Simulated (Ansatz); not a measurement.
Reaction (formal hydrolysis of a Ge–F bond): `[OH][GeH]([OH])[F]` + H₂O → `[OH][GeH]([OH])[OH]` + H–F

Computed with Ansatz on PBE0-D4/def2-TZVP structures; ΔE is electronic, products minus reactants. CCSD(T)/CBS is the MP2 limit (def2-TZVPP, def2-QZVPP) plus CCSD(T) − MP2 in def2-TZVPP, frozen cores. This one scheme is used for every species. Functionals use def2-TZVPP. B3LYP here is the variant with VWN-RPA as its local correlation; programs differ in this. For Ge outer-core shells are correlated without core-valence functions, which leaves a few kJ/mol of doubt a bond. Scalar relativity is left out up to krypton. One conformer a species, not always the lowest.

`[OH][GeH]([OH])[F]`:

```xyz
7

O    -1.239    0.058   -0.802
Ge    0.147    0.358    0.238
O     1.552   -0.389   -0.484
F    -0.247   -0.431    1.733
H    -2.023   -0.189   -0.305
H     0.459    1.818    0.531
H     1.350   -1.226   -0.911
```

H₂O:

```xyz
3

O     0.066    0.374   -0.086
H    -0.782   -0.071   -0.029
H     0.716   -0.303    0.115
```

`[OH][GeH]([OH])[OH]`:

```xyz
8

O    -0.304    0.185    1.673
Ge   -0.124   -0.457    0.039
O     1.380    0.119   -0.701
O    -1.362    0.203   -1.025
H    -0.550    1.114    1.678
H    -0.210   -1.975    0.170
H     2.137    0.075   -0.113
H    -0.966    0.736   -1.720
```

H–F:

Cartesian coordinates in Å:
```
F 0.367 0.237 -0.144
H -0.367 -0.237 0.144
```

```csv
level,ΔE (eV)
revPBE,0.38
BLYP,0.41
B3LYP,0.39
SCS-MP2/def2-QZVPP,0.33
```

**Question.** What does CCSD(T)/CBS give? (Estimate.)

**Answer.** The calculation gave: +0.31 eV. The listed levels differ from it by 0.07, 0.10, 0.08, 0.02 eV.

Largest T1 diagnostic among the species: 0.012.

At CCSD(T), def2-SVP lies +0.07 eV from the extrapolated value and def2-TZVPP −0.00 eV. In def2-TZVPP, CCSD(T) changes the Hartree–Fock value by −0.10 eV (the triples alone add −0.01 eV) and MP2 by −0.12 eV. Leaving LDA and LC-ωPBE aside and taking each functional with its dispersion term where it has one, the values, not all of them listed here, spread over 0.08 eV, from PBE-QIDH to B97M-V. LDA lies −0.06 eV from PBE without D4.
